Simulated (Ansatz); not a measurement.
Reactions of C2H5FGe (`F[CH]1[CH2][GeH2]1`).

Program: Ansatz. Geometries: PBE0-D4/def2-TZVP. ΔE: electronic, gas phase. CCSD(T)/CBS adds triple-zeta CCSD(T) − MP2 to the extrapolated MP2 energy (def2 sets, frozen cores). This one scheme is used for every species, atoms too. For atomizations the MP2-based limit and the directly extrapolated one differ by several kJ/mol either way, and by 10 to 25 for some Ge, Se and Sn compounds, so smaller differences from it don't rank the levels. No spin–orbit coupling; open shells (•) take unrestricted orbitals. Spin–orbit coupling would lower the free atoms: a little for C, F; clearly for Ge. Bonds to Ge are less sure, by a few kJ/mol each and by 10 to 20 or more in all where they break to atoms, as the def2 sets lack core-valence functions. Scalar relativity is left out up to krypton. One conformer a species, not always the lowest.

**Question.** Order these by ΔE at CCSD(T)/CBS, lowest first. (Estimate.)
A. `F[CH]1[CH2][GeH2]1` + HCl → `Cl[CH]1[CH2][GeH2]1` + H–F
B. `F[CH]1[CH2][GeH2]1` → `F/C=[CH]/[GeH3]`
C. `F[CH]1[CH2][GeH2]1` → 2 C• + F• + Ge• + 5 H•
D. `F[CH]1[CH2][GeH2]1` + H₂S → `S[CH]1[CH2][GeH2]1` + H–F
E. `F[CH]1[CH2][GeH2]1` → `C[CH2][Ge][F]`
F. `F[CH]1[CH2][GeH2]1` → `[F][GeH]1[CH2][CH2]1`

**Answer.** E (-235.3 kJ/mol), F (-137.3 kJ/mol), B (-68.7 kJ/mol), D (-59.3 kJ/mol), A (-37.9 kJ/mol), C (+3091.3 kJ/mol).

Largest T1 diagnostic: 0.013, for `C[CH2][Ge][F]`.
